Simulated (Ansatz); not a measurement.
```yaml
crystal:
  periodic: [false, false, false]
  atoms:
    - {symbol: N, position_ang: [-1.162608, 0.889365, -0.536167]}
    - {symbol: Ti, position_ang: [0.401696, -0.106980, -0.455576]}
    - {symbol: N, position_ang: [0.513173, -0.719601, 1.287170]}
    - {symbol: Cl, position_ang: [0.248037, -1.817297, -1.846946]}
    - {symbol: Cl, position_ang: [2.123502, 1.203675, -0.905382]}
    - {symbol: H, position_ang: [-1.808257, 1.053650, 0.221460]}
    - {symbol: H, position_ang: [-1.473737, 1.347234, -1.383578]}
    - {symbol: H, position_ang: [1.047987, -0.263353, 2.014560]}
    - {symbol: H, position_ang: [0.198706, -1.632994, 1.587359]}
basis:
  gaussian: {orbitals: aug-pcseg-2}
hamiltonian: {xc: {name: B3LYP-D3}}
scf: {lower_state_search: light}
output: {forces: true}
```

```sh
$ ansatz run in.yaml --threads 4 --pin off --events-out ev --progress --plain --max-ram 10444MiB
```

Question: How does Ansatz answer? (Estimate.)

Answer: The calculation gave: The input was rejected before any iteration.
```
Error: YAML parse error: error: line 15 column 19: hamiltonian.xc: no functional is named "B3LYP-D3"; the names, which are not case-sensitive, are SVWN5, SPW92, PBE, PBE0, PBEsol, revPBE, revPBE0, RPBE, rPW86-PBE, HSE06, wPBEh, LC-wPBE, HISS, HF, BLYP, B3LYP, B3LYP5, BHLYP, CAM-B3LYP, r2SCAN, r2SCANh, r2SCAN0, r2SCAN50, m-r2SCAN, B97, wB97, wB97X, wB97X-V, B97M-V, wB97M-V, B2PLYP, B2GP-PLYP, PBE0-DH, PBE-QIDH
13 | basis:
14 |   gaussian: {orbitals: aug-pcseg-2}
15 | hamiltonian: {xc: {name: B3LYP-D3}}
16 | scf: {lower_state_search: light}
17 | output: {forces: true}
```

HSE06 is defined as in plane-wave codes.
